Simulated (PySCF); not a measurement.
# Structure from NMR data

The spectra below were simulated for a compound C₄H₆F₄OSi.

1H NMR (300 MHz, computed): δ 6.66 (m, 1H), 5.99 (m, 1H), 5.30 (t, 2H), 2.06 (m, 2H).

13C{1H} NMR (computed): δ 144.9 (CH), 136.4 (C), 134.6 (CH), 26.5 (CH2).

Computational details: NMR shieldings at PBE0/pcSseg-1/GIAO, GFN2-xTB structure, in PySCF 2.14.0 with density-fitted response routines (one conformer, non-relativistic Hamiltonian, no solvent, equivalent nuclei averaged).

References, each an isolated molecule treated in the same way: 1H (σref 31.72) and 13C (σref 186.93) against TMS.

Question: Deduce the structure.

Answer: 
1. The formula gives 1 degree of unsaturation (no ring in the answer).
2. 4 carbon signals for 4 carbons: no two carbons are equivalent.
3. Carbon types of the structure: 1 × C, 2 × CH, 1 × CH2, leaving 2 H on heteroatoms.
4. δC 144.9: β carbon of an enol-ether or enamine type C=C.
5. δC 136.4: CF3 carbon; 3 electronegative neighbours deshield it.
6. δC 134.6: alkene carbon bearing oxygen; as expected for a trigonal carbon in a double bond.
7. δH 6.66: hydrogen on a β carbon of an enol-ether or enamine type C=C; attached to an sp2 carbon and in the plane of the double bond.
8. δH 5.99: hydrogen on an alkene carbon bearing oxygen; attached to an sp2 carbon and in the plane of the double bond.
9. δH 5.30: hydrogen on a silicon bonded to C, O.
10. δH 2.06: hydrogen on an sp3 CH2 bonded to Si.

The compound is SMILES F/C=C\O[SiH2]CC(F)(F)F.

This is the structure that produced the data.

Splittings by 19F in the carbon and heteronuclear signals aren't shown, as no couplings were computed. Shifts are as computed. Against solution values, carbons near 30 ppm lie about +3 ppm off and those near 130 ppm about +5 ppm. Of 1211 compounds with measured shifts, 218 miss one by over three times the rms of a fit or turn the order of signals round; such compounds aren't used in these exercises. No couplings were computed; multiplicities are counted from neighbouring protons, with m where these are inequivalent, close in shift, in a saturated or five-membered ring or joined by F or P, and br s for small geminal =CH2 splittings.
